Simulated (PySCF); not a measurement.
(H2B-mu-NHMe)3, C₃H₁₈B₃N₃.
Bonds: B1–N4, B1–N14, N4–C5, N4–B6, B6–N9, N9–C10, N9–B11, B11–N14, N14–C15. Hydrogens: H2, H3 on B1; H16 on N4; H17, H18, H19 on C5; H7, H8 on B6; H20 on N9; H21, H22, H23 on C10; H12, H13 on B11; H24 on N14; H25, H26, H27 on C15.

Method: PBE0-D3(BJ)/def2-SVP geometry optimisation, gas phase (PySCF 2.14.0); density fitting, grid level 1; the optimiser is geomeTRIC in internal coordinates, started from a GFN2-xTB structure with every atom displaced at random (about 0.03 Å).

Step 0: E = -9887.4809 eV
```
atom  x, y, z in Å  |  force x, y, z in eV/Å
B1      0.8770   -0.2580    1.1877   -2.058   2.271  -1.504
H2      0.5153   -1.1939    1.7380   -0.397  -1.618   0.885
H3      1.6439    0.4289    1.6782    2.119   0.726   1.116
N4     -0.3545    0.7663    1.0801   -3.121  -0.820   0.596
C5     -0.9232    1.0903    2.4012    0.851   0.658   0.982
B6     -1.6619    0.2118    0.2171    2.539   0.283   0.632
H7     -2.4594    1.0465    0.1235   -1.136   1.266   0.038
H8     -2.0141   -0.7834    0.7007   -0.547  -1.129   0.743
N9     -1.0908   -0.1152   -1.1618   -1.725  -1.561  -2.700
C10    -0.8721    1.0488   -2.0144    0.786  -2.191  -2.906
B11     0.1112   -1.1486   -1.1944    0.121   1.386  -0.593
H12    -0.1979   -2.1752   -0.7516   -0.509  -1.270   0.539
H13     0.4738   -1.1999   -2.3720    0.229  -0.095   0.173
N14     1.2163   -0.5149   -0.2821    2.502  -0.783  -1.131
C15     2.4321   -1.4190   -0.2869   -0.089   0.634   1.528
H16    -0.1567    1.6677    0.6738    0.667   0.323  -0.250
H17    -1.7428    1.8454    2.3775    0.163  -0.555  -0.363
H18    -0.1304    1.5626    3.0352   -0.253  -0.352  -0.200
H19    -1.2590    0.1812    2.9375    0.018   0.221  -0.402
H20    -1.9078   -0.6372   -1.6436    1.713   0.821   1.021
H21    -0.1178    1.6707   -1.6494    1.565   1.298   0.979
H22    -1.7456    1.6043   -2.1226   -1.979   1.343   0.078
H23    -0.5483    0.8088   -3.1217   -0.445  -0.090   2.054
H24     1.5366    0.3596   -0.7562   -0.247  -0.711   0.645
H25     3.2942   -0.9709    0.3098   -1.079  -0.255  -0.531
H26     2.7658   -1.5356   -1.3031    0.183  -0.501  -0.743
H27     2.1636   -2.3867    0.2199    0.127   0.698  -0.688
```

Step 1: E = -9888.6011 eV
```
atom  x, y, z in Å  |  force x, y, z in eV/Å
B1      0.8588   -0.1707    1.1649   -0.657   0.796  -0.277
H2      0.5073   -1.1814    1.7307    0.088  -0.146   0.145
H3      1.7695    0.4557    1.6859    0.146  -0.039   0.157
N4     -0.4227    0.8023    1.0977   -0.611  -0.447  -0.184
C5     -0.9330    1.0947    2.4404    0.309   0.169   0.317
B6     -1.6548    0.2227    0.2239    0.860  -0.005   0.410
H7     -2.5073    1.0933    0.1546   -0.127   0.067  -0.083
H8     -2.0131   -0.8085    0.7565   -0.156  -0.034  -0.011
N9     -1.0876   -0.1170   -1.2098   -0.191  -0.116  -0.192
C10    -0.8859    1.0600   -2.0562    0.078   0.080  -0.331
B11     0.1363   -1.1405   -1.2183   -0.129   0.375   0.085
H12    -0.2189   -2.1962   -0.7351   -0.051  -0.058   0.013
H13     0.5521   -1.2413   -2.3703    0.009  -0.002   0.004
N14     1.2667   -0.5159   -0.3121    0.493  -0.505  -0.317
C15     2.4280   -1.4343   -0.2959   -0.154   0.379   0.211
H16    -0.1991    1.7107    0.6913    0.314  -0.020  -0.018
H17    -1.7798    1.7937    2.3940   -0.089  -0.079  -0.059
H18    -0.1525    1.5449    3.0804    0.000  -0.104  -0.153
H19    -1.2567    0.1607    2.9129   -0.073  -0.045  -0.023
H20    -1.8427   -0.6449   -1.6494    0.004  -0.100   0.071
H21    -0.0918    1.7061   -1.6532   -0.067   0.025   0.086
H22    -1.8086    1.6513   -2.1515    0.034   0.035   0.178
H23    -0.5666    0.7609   -3.0641    0.056  -0.064  -0.025
H24     1.6131    0.3254   -0.7748   -0.075   0.119   0.059
H25     3.2363   -0.9852    0.2975    0.066  -0.015   0.011
H26     2.7839   -1.6324   -1.3165   -0.092  -0.092   0.006
H27     2.1168   -2.3597    0.1970    0.014  -0.173  -0.081
```

**Question.** Estimate the geometry and energy of step 2. (The exact step hangs on the optimiser's Hessian estimate; all steps are aligned on step 1, rigid shifts and turns removed.)

**Answer.** E = -9888.6684 eV, largest force 0.282 eV/Å
```
atom  x, y, z in Å  |  force x, y, z in eV/Å
B1      0.8383   -0.1403    1.1541   -0.158   0.184  -0.084
H2      0.5145   -1.1636    1.7333    0.098   0.012   0.049
H3      1.7602    0.4799    1.6850   -0.035  -0.036   0.042
N4     -0.4397    0.7977    1.0886   -0.177  -0.134  -0.147
C5     -0.9191    1.0855    2.4437    0.037   0.047   0.104
B6     -1.6428    0.2189    0.2244    0.247  -0.006   0.137
H7     -2.5060    1.0893    0.1382   -0.033  -0.029  -0.022
H8     -2.0215   -0.8136    0.7521   -0.068   0.052  -0.048
N9     -1.0912   -0.1192   -1.2211    0.044   0.034  -0.028
C10    -0.8885    1.0619   -2.0683   -0.045   0.082   0.015
B11     0.1359   -1.1282   -1.2223   -0.078   0.106   0.078
H12    -0.2284   -2.1848   -0.7349    0.025   0.015  -0.029
H13     0.5560   -1.2370   -2.3717    0.011  -0.007  -0.013
N14     1.2727   -0.5107   -0.3170    0.094  -0.199  -0.051
C15     2.4217   -1.4303   -0.2745   -0.065   0.106   0.007
H16    -0.1894    1.7012    0.6820    0.123  -0.024   0.039
H17    -1.7735    1.7760    2.4086   -0.030  -0.011   0.002
H18    -0.1163    1.5219    3.0561    0.020  -0.011  -0.019
H19    -1.2415    0.1462    2.9093   -0.012  -0.008  -0.006
H20    -1.8427   -0.6599   -1.6463   -0.062  -0.073  -0.006
H21    -0.0984    1.7042   -1.6454   -0.068  -0.033  -0.017
H22    -1.8116    1.6603   -2.1319    0.088  -0.025   0.041
H23    -0.5676    0.7662   -3.0757    0.022  -0.023  -0.046
H24     1.6147    0.3349   -0.7756    0.012   0.048   0.005
H25     3.2361   -0.9918    0.3185    0.027   0.007   0.010
H26     2.7714   -1.6468   -1.2939    0.000  -0.038   0.010
H27     2.1043   -2.3635    0.2052   -0.016  -0.035  -0.020
```

The energy changes by -0.0673 eV. The first-order estimate −F·Δx gives -0.1070 eV and the mean of the old and new forces, exact on a quadratic surface, -0.0673 eV. The step makes an angle of 62° with the force vector and moves no atom by more than 0.049 Å.

The cost below is that of the whole optimisation. Hardware: one thread of an Intel Xeon at 2.70 GHz, no GPU, shared host with 64 logical CPUs at a one-minute load of 64. Cost: 4.2 min, 1.1 GiB resident at most.
